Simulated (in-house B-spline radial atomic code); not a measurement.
Inner levels of palladium as electrons are removed. A shift is the extra binding of the orbital against the neutral atom ([Kr] 4d10). The density at the nucleus is averaged over the nuclear charge. Computed with a B-spline radial code for spherical atoms: Dirac-Hartree-Fock, jj configuration that fills j = l - 1/2 first, finite nuclei.

A number in brackets counts the electrons of a j subshell.

```json
{"ion": "Pd", "configuration": "[Kr] 4d10", "shift of 1s1/2 (eV)": "0", "shift of 3s1/2 (eV)": "0", "shift of 3p3/2 (eV)": "0", "radius of 1s1/2 (bohr)": "0.031844", "radius of 3s1/2 (bohr)": "0.37689", "radius of 3p3/2 (bohr)": "0.38007", "Σ<r²> (bohr²)": "42.982", "change of density at nucleus (bohr⁻³)": "-"}
{"ion": "Pd+", "configuration": "[Kr] 4d3/2(4) 4d5/2(5)", "shift of 1s1/2 (eV)": "11.843", "shift of 3s1/2 (eV)": "11.987", "shift of 3p3/2 (eV)": "11.974", "radius of 1s1/2 (bohr)": "0.031844", "radius of 3s1/2 (bohr)": "0.37689", "radius of 3p3/2 (bohr)": "0.38007", "Σ<r²> (bohr²)": "35.227", "change of density at nucleus (bohr⁻³)": "1.681"}
{"ion": "Pd2+", "configuration": "[Kr] 4d3/2(4) 4d5/2(4)", "shift of 1s1/2 (eV)": "26.193", "shift of 3s1/2 (eV)": "26.459", "shift of 3p3/2 (eV)": "26.426", "radius of 1s1/2 (bohr)": "0.031844", "radius of 3s1/2 (bohr)": "0.37688", "radius of 3p3/2 (bohr)": "0.38004", "Σ<r²> (bohr²)": "30.039", "change of density at nucleus (bohr⁻³)": "5.377"}
{"ion": "Pd3+", "configuration": "[Kr] 4d3/2(4) 4d5/2(3)", "shift of 1s1/2 (eV)": "42.588", "shift of 3s1/2 (eV)": "42.919", "shift of 3p3/2 (eV)": "42.859", "radius of 1s1/2 (bohr)": "0.031844", "radius of 3s1/2 (bohr)": "0.37684", "radius of 3p3/2 (bohr)": "0.37997", "Σ<r²> (bohr²)": "26.081", "change of density at nucleus (bohr⁻³)": "11.027"}
{"ion": "Pd4+", "configuration": "[Kr] 4d3/2(4) 4d5/2(2)", "shift of 1s1/2 (eV)": "60.779", "shift of 3s1/2 (eV)": "61.088", "shift of 3p3/2 (eV)": "60.994", "radius of 1s1/2 (bohr)": "0.031845", "radius of 3s1/2 (bohr)": "0.37677", "radius of 3p3/2 (bohr)": "0.37986", "Σ<r²> (bohr²)": "22.86", "change of density at nucleus (bohr⁻³)": "18.544"}
{"ion": "Pd5+", "configuration": "[Kr] 4d3/2(4) 4d5/2(1)", "shift of 1s1/2 (eV)": "80.612", "shift of 3s1/2 (eV)": "80.79", "shift of 3p3/2 (eV)": "80.655", "radius of 1s1/2 (bohr)": "0.031845", "radius of 3s1/2 (bohr)": "0.37667", "radius of 3p3/2 (bohr)": "0.37971", "Σ<r²> (bohr²)": "20.136", "change of density at nucleus (bohr⁻³)": "27.843"}
{"ion": "Pd6+", "configuration": "[Kr] 4d3/2(4)", "shift of 1s1/2 (eV)": "101.99", "shift of 3s1/2 (eV)": "101.91", "shift of 3p3/2 (eV)": "101.72", "radius of 1s1/2 (bohr)": "0.031845", "radius of 3s1/2 (bohr)": "0.37653", "radius of 3p3/2 (bohr)": "0.37951", "Σ<r²> (bohr²)": "17.774", "change of density at nucleus (bohr⁻³)": "38.848"}
{"ion": "Pd7+", "configuration": "[Kr] 4d3/2(3)", "shift of 1s1/2 (eV)": "125.05", "shift of 3s1/2 (eV)": "124.51", "shift of 3p3/2 (eV)": "124.33", "radius of 1s1/2 (bohr)": "0.031845", "radius of 3s1/2 (bohr)": "0.37636", "radius of 3p3/2 (bohr)": "0.37928", "Σ<r²> (bohr²)": "15.712", "change of density at nucleus (bohr⁻³)": "51.856"}
{"ion": "Pd8+", "configuration": "[Kr] 4d3/2(2)", "shift of 1s1/2 (eV)": "?", "shift of 3s1/2 (eV)": "?", "shift of 3p3/2 (eV)": "?", "radius of 1s1/2 (bohr)": "?", "radius of 3s1/2 (bohr)": "?", "radius of 3p3/2 (bohr)": "?", "Σ<r²> (bohr²)": "?", "change of density at nucleus (bohr⁻³)": "?"}
{"ion": "Pd9+", "configuration": "[Kr] 4d3/2(1)", "shift of 1s1/2 (eV)": "175.39", "shift of 3s1/2 (eV)": "173.43", "shift of 3p3/2 (eV)": "173.26", "radius of 1s1/2 (bohr)": "0.031845", "radius of 3s1/2 (bohr)": "0.37589", "radius of 3p3/2 (bohr)": "0.37865", "Σ<r²> (bohr²)": "12.2", "change of density at nucleus (bohr⁻³)": "82.631"}
{"ion": "Pd10+", "configuration": "[Ar] 3d10 4s2 4p6", "shift of 1s1/2 (eV)": "?", "shift of 3s1/2 (eV)": "?", "shift of 3p3/2 (eV)": "?", "radius of 1s1/2 (bohr)": "?", "radius of 3s1/2 (bohr)": "?", "radius of 3p3/2 (bohr)": "?", "Σ<r²> (bohr²)": "?", "change of density at nucleus (bohr⁻³)": "?"}
{"ion": "Pd11+", "configuration": "[Ar] 3d10 4s2 4p1/2(2) 4p3/2(3)", "shift of 1s1/2 (eV)": "?", "shift of 3s1/2 (eV)": "?", "shift of 3p3/2 (eV)": "?", "radius of 1s1/2 (bohr)": "?", "radius of 3s1/2 (bohr)": "?", "radius of 3p3/2 (bohr)": "?", "Σ<r²> (bohr²)": "?", "change of density at nucleus (bohr⁻³)": "?"}
{"ion": "Pd12+", "configuration": "[Ar] 3d10 4s2 4p1/2(2) 4p3/2(2)", "shift of 1s1/2 (eV)": "267.31", "shift of 3s1/2 (eV)": "258.23", "shift of 3p3/2 (eV)": "257.44", "radius of 1s1/2 (bohr)": "0.031845", "radius of 3s1/2 (bohr)": "0.37492", "radius of 3p3/2 (bohr)": "0.37807", "Σ<r²> (bohr²)": "8.3344", "change of density at nucleus (bohr⁻³)": "151"}
```

Q: Fill in the row of Pd8+.

A: shift of 1s1/2 (eV): 149.53; shift of 3s1/2 (eV): 148.37; shift of 3p3/2 (eV): 148.19; radius of 1s1/2 (bohr): 0.031845; radius of 3s1/2 (bohr): 0.37614; radius of 3p3/2 (bohr): 0.37899; Σ<r²> (bohr²): 13.867; change of density at nucleus (bohr⁻³): 66.463.

Q: Fill in the row of Pd10+.

A: shift of 1s1/2 (eV): 202.61; shift of 3s1/2 (eV): 199.65; shift of 3p3/2 (eV): 199.48; radius of 1s1/2 (bohr): 0.031846; radius of 3s1/2 (bohr): 0.3756; radius of 3p3/2 (bohr): 0.37826; Σ<r²> (bohr²): 10.684; change of density at nucleus (bohr⁻³): 100.33.

Q: Fill in the row of Pd11+.

A: shift of 1s1/2 (eV): 234.4; shift of 3s1/2 (eV): 228.53; shift of 3p3/2 (eV): 228.06; radius of 1s1/2 (bohr): 0.031845; radius of 3s1/2 (bohr): 0.37527; radius of 3p3/2 (bohr): 0.37845; Σ<r²> (bohr²): 9.4733; change of density at nucleus (bohr⁻³): 125.05.
